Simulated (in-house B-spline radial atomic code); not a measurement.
Results of a calculation; reference values are marked as such.
Two electrons in Si: a Gaussian well −V exp(−r²/w²) with V = 162 meV and w = 24.3 nm

For Si the NSM archive of the Ioffe Institute lists m_l = 0.98 m0, m_t = 0.19 m0 and ε = 11.7; the model takes one isotropic valley with the conductivity mass 3/(1/m_l + 2/m_t) = 0.26 m0, and so misses anisotropy and the other valleys. All triplets below are those of one valley; with several valleys two electrons can form a triplet in the 1s orbital itself, at an energy set by the valley splitting.

Effective-mass model with parabolic bands, a uniform dielectric constant, no image charges, no central-cell or spin-orbit terms. Two-electron levels come from full CI in B-splines with partial waves to l = 5 (up to 0.001 effective hartree above the limit).

**Question.** What are the effective units, and what is the potential in them?

**Answer.** Ha* = 27211.386 meV × 0.26/11.7² = 51.68 meV and a* = 0.0529177 nm × 11.7/0.26 = 2.381 nm. V = 3.13 Ha* and w = 10.2 a*.

In these units the lowest s and p orbitals lie at -2.771145 and -2.538113, and their Coulomb and exchange integrals are J_ss = 0.385960, J_sp = 0.319190 and K_sp = 0.06329. Full CI gives -5.216237 for the ground singlet, -5.069628 for the sp triplet, -4.986541 for the sp singlet and -4.853228 for the lowest triplet of two s orbitals.

**Question.** What does it cost to add the second electron, to first order and exactly?

**Answer.** To first order E = 2ε_s + J_ss = -5.156329, so the charging energy E(2) − 2E(1) is J_ss = 19.95 meV. CI gives -5.216237 − 2 × (-2.771145) = 0.326053, or 16.85 meV: relaxation and correlation lower it by 3.096 meV, 15.5 % of J_ss. The s² configuration of one-electron orbitals holds 90.7 % of the state, and the mean radius is 6.33 nm. The second electron is bound by ε_s − E = 126.4 meV, against 143.2 meV for the first.

**Question.** How far above the singlet do the triplets lie?

**Answer.** To first order the sp triplet lies at ε_s + ε_p + J_sp − K_sp = -5.053355, which is 5.322 meV above 2ε_s + J_ss. CI gives -5.069628 − (-5.216237) = 0.146609, or 7.577 meV, 63 % of the orbital spacing of 12.04 meV. The ss triplet lies 18.76 meV up, so the lower of the two is the sp one, and its gap equals k_BT at 87.9 K. The sp singlet-triplet splitting is 4.294 meV, against 2K_sp = 6.542 meV.
